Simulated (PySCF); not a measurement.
# Which basis set comes closest?

Molecule: `CO[Si](C)(OC)OC`, C$_{4}$H$_{12}$O$_{3}$Si.

Mapped SMILES: `[CH3:1][O:2][Si:3]([CH3:4])([O:5][CH3:6])[O:7][CH3:8]`; H(Xn) means a hydrogen on atom n.

Geometry PBE0-D3(BJ)/def2-SVP throughout; GIAO in PySCF, gas phase, one conformer, non-relativistic; equivalent atoms averaged; functional PBE0.

Reference values (measured; liquid, neat; T. M. Alam, M. Henry, Phys. Chem. Chem. Phys. (a906445a), supplement): δ(Si3) = -40.1 ppm vs TMS (internal). Computed shifts are taken against TMS, calculated as an isolated molecule at each level.

How do the basis sets STO-3G, pcSseg-0, 6-31G, 6-31G*, cc-pVDZ, def2-SVP, pcSseg-1, aug-cc-pVDZ, 6-311+G(2d,p), def2-TZVP perform against the reference? Times are CPU seconds on shared hosts with different chips, so compare them loosely.

Results:


| basis set | functions | Si3 | abs. error Si | core-s |
| --- | --- | --- | --- | --- |
| STO-3G | 56 | -11.2 | 28.9 | 6.6 |
| pcSseg-0 | 100 | -33.2 | 6.9 | 8.2 |
| 6-31G | 100 | -4.7 | 35.4 | 12 |
| 6-31G* | 140 | -28.4 | 11.7 | 19 |
| cc-pVDZ | 176 | -36.1 | 4.0 | 20 |
| def2-SVP | 176 | -48.2 | 8.1 | 17 |
| pcSseg-1 | 203 | -39.3 | 0.8 | 35 |
| aug-cc-pVDZ | 296 | -18.6 | 21.5 | 44 |
| 6-311+G(2d,p) | 296 | -37.8 | 2.3 | 55 |
| def2-TZVP | 326 | -42.8 | 2.7 | 48 |

For ²⁹Si the closest is pcSseg-1 (0.8 ppm) and the furthest 6-31G (35.4 ppm). Where a smaller basis beats a larger one, errors probably cancel. One molecule is a small sample, and vibrational and solvent effects are absent from the calculation.

A small basis that lands close on one nucleus may do so by chance; judge by the trend and by all nuclei.
